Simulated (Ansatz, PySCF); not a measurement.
System: PbBr2, net charge 0, singlet state. 
Structure (B3LYP-D3(BJ)/def2-TZVP (Ansatz, a quantum-chemistry and plane-wave program) minimum search):
SMILES: [Pb]([Br])[Br]
```xyz
3

Pb    -0.0040    -0.0060     0.7755
Br     1.1391    -1.6707    -0.9155
Br    -1.1297     1.6847    -0.9014
```

Quantity: vertical ionisation energy (to the doublet state of charge +1; each state is the SCF solution reached for its spin; for the doublet the Hartree-Fock reference is unstable and T1 is 0.026), in eV. Correlated levels leave the core frozen unless marked. Open shells are spin-unrestricted. No spin-orbit coupling. Frozen are the shells of the preceding noble gas and the d and f shells that filled before the atom's block. In def2 rows, elements after Kr have scalar-relativistic effective core potentials. 

```csv
level,program,vertical ionisation energy (eV)
HF/def2-QZVPPD,Ansatz,9.15
SVWN5/def2-TZVPD,Ansatz,9.75
PBE/def2-TZVPD,Ansatz,9.49
B3LYP/def2-TZVPD,Ansatz,9.72
PBE0/def2-TZVPD,Ansatz,9.75
BHLYP/def2-TZVPD,Ansatz,9.83
CAM-B3LYP/def2-TZVPD,Ansatz,9.92
wB97M-V/def2-TZVPD,Ansatz,9.92
wB97X-V/def2-TZVPD,Ansatz,9.97
B2PLYP/def2-TZVPD,Ansatz,9.75
RI-MP2/def2-TZVPPD,Ansatz,10.12
RI-MP2/def2-QZVPPD,Ansatz,10.22
CCSD/def2-TZVPPD,Ansatz,9.77
CCSD(T)/def2-TZVPPD,Ansatz,9.75
```

For comparison, minus the highest occupied orbital energy (PySCF): 6.83 eV at TPSS/def2-TZVPD, 10.15 eV at HF/def2-TZVPD, 7.91 eV at PW6B95/def2-TZVPD.
